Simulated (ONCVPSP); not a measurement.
## What one change does to a pseudopotential (strontium, ONCV)

```json
{
 "Element": "Sr (Z = 38)",
 "Generator": "ONCVPSP 4.0.1",
 "Type": "optimised norm-conserving Vanderbilt (ONCV)",
 "Functional": "PBEsol",
 "Relativity": "scalar-relativistic",
 "Frozen core": "[Ar] 3d10 4s2",
 "Valence charge": "8",
 "Reference configuration": "4p6 5s1 (charge +1)",
 "Partial waves": "5s: rc 3.05 bohr, ncon 4, nbas 8, qcut 2 1/bohr, 2 projectors, debl 2.9 Ha; 4p: rc 1.55 bohr, ncon 4, nbas 8, qcut 4.5 1/bohr, 2 projectors, debl 0.8 Ha; d scattering state at 0.19 Ha: rc 3.20 bohr, ncon 3, nbas 7, qcut 3.5 1/bohr, 2 projectors, debl 2 Ha",
 "Local potential": "polynomial inside 1.50 bohr (lpopt 4, dvloc0 -1 Ha)",
 "Core correction": "polynomial model core, fcfact 0.35"
}
```

In the p channel the program set the typed energies aside and used -1.070, 0.250 Ha. In the d channel the program set the typed energies aside and used -0.250, 1.750 Ha.

Change: all radii but the core radius scaled by about 1.19 (s 3.62, p 1.84, d 3.80 bohr); local potential polynomial inside 1.78 bohr (lpopt 4, dvloc0 -1 Ha).

Cutoffs: the cutoffs (Ha) at which the residual kinetic energy of the hardest occupied pseudo-wave falls to 1 and 0.1 mHa per electron; they do not see the model core or the augmentation charge, which bear on the density cutoff. Errors are all-electron minus pseudo energies relative to the spin-unpolarised reference configuration.

Question: How do hardness, ghosts and transferability respond?

Answer: The potential gets softer (38 Ha and 81 Ha → 7.4 Ha and 33 Ha); the bound ghost in s disappears; the number of tests with a reliable result goes from 3 to 4; of the 3 tests that both files solve, the error grows in 0 and shrinks in 2 by more than 15 % and 0.3 meV (median size 10.6 → 5.3 meV). A larger radius leaves more room for a smooth pseudo-wave, so fewer plane waves are needed.

| quantity | base | changed |
| --- | --- | --- |
| cutoff, loose | 38 Ha | 7.4 Ha |
| cutoff, tight | 81 Ha | 33 Ha |
| loose cutoff by channel | s 1.6 Ha, p 38 Ha | s 1.6 Ha, p 7.4 Ha |
| bound ghosts | s | none |
| GHOST(+) flags under 300 eV | d at 229.6 eV | d at 203.6 eV |
| tests with a reliable result | 3 of 4 | 4 of 4 |
| error for 4p6 5s2, meV [ΔE -5.90 eV] | +11 | +5.3 |
| error for 4p6 5s1.5, meV [ΔE -3.55 eV] | +3.4 | +1.6 |
| error for 4p6 4d0.5 5s1.5, meV [ΔE -4.75 eV] | +17 | +18 |
| rms error of d²Exc/dni dnj with the model core, mHa | 0.11 | 0.10 |

 A true bound ghost makes a file unfit for plane-wave use even where its test errors are small: the radial tests pick states by their node count and pass the ghost by.
